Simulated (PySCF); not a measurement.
**Static response to an electric field**

Compound: C₅H₁₀FOP.
Atom-mapped SMILES: `[CH3:1][O:2][CH2:3][CH2:4]/[P:5]=[C:6](\[CH3:7])[F:8]` (hydrogens: H9, H10, H11 on C1; H12, H13 on C3; H14, H15 on C4; H16, H17, H18 on C7)

Structure used (GFN2-xTB), in Å, numbered top down from 1:
```
atom  x, y, z in Å
C1     2.6283    0.5859    0.1976
O2     1.4831   -0.1374    0.5799
C3     0.8768   -0.8630   -0.4619
C4     0.1724    0.0480   -1.4723
P5    -0.5651    1.5155   -0.5720
C6    -1.9527    0.8504    0.0987
C7    -2.5823   -0.4981    0.0767
F8    -2.6906    1.7275    0.8343
H9     2.3808    1.4244   -0.4634
H10    3.3542   -0.0650   -0.3041
H11    3.0625    0.9755    1.1161
H12    0.1478   -1.5044    0.0387
H13    1.6169   -1.4999   -0.9708
H14   -0.5750   -0.5025   -2.0438
H15    0.8966    0.4534   -2.1829
H16   -3.6525   -0.3893   -0.1032
H17   -2.1514   -1.1326   -0.6910
H18   -2.4587   -0.9822    1.0472
```

Level: CAM-B3LYP/def2-SVPD (PySCF), static field, nuclei fixed, core orbitals frozen in the response. The polarisability tensor in these axes (au):

```
x   111.50   3.78 -10.20
y     3.78  87.72   0.77
z   -10.20   0.77  79.26
```

Problem. Diagonalise the tensor; give its mean and Δα, where Δα² is half the sum of the squared differences of the eigenvalues.

Solution. Principal values 76.02, 87.57 and 114.89 au; mean 92.83 au = 13.76 Å³ = 15.31 × 10⁻⁴⁰ C²·m²/J; Δα = 34.57 au (37 % of the mean).

Problem. What is the dipole moment, and where does it point?

Solution. (1.06, -2.56, -1.94) D, 3.38 D in size, pointing from the negative to the positive side. Measured along this direction, the outermost atoms are F8 at the negative end and H13 at the positive end.

Problem. Find the Langevin capture rate constant for H3+ (3.023 u) meeting this molecule (136.045 u), k = 2.342 × 10⁻⁹ cm³/s × √(α in Å³ / reduced mass in u).

Solution. The reduced mass is 2.96 u, so k = 5.05 × 10⁻⁹ cm³/s. The formula leaves out the permanent dipole, which adds to the capture rate.

Problem. What are the principal values of the traceless quadrupole moment, Θ = ½Σq(3rr − r²1), about the centre of nuclear charge?

Solution. -8.19, -1.66, 9.85 D·Å. The values depend on the origin, since the dipole doesn't vanish. The electronic extent ⟨r²⟩ about the same centre is 1378 bohr², a root-mean-square distance of 2.32 Å for the 72 electrons.

Problem. Rayleigh depolarisation ratio (linearly polarised light, static tensor)?

Solution. ρ = 3Δα²/(45ᾱ² + 4Δα²) = 3585.6/(387756 + 4780.8) = 0.00913.

Geometry: GFN2-xTB, one conformer, isolated molecule.
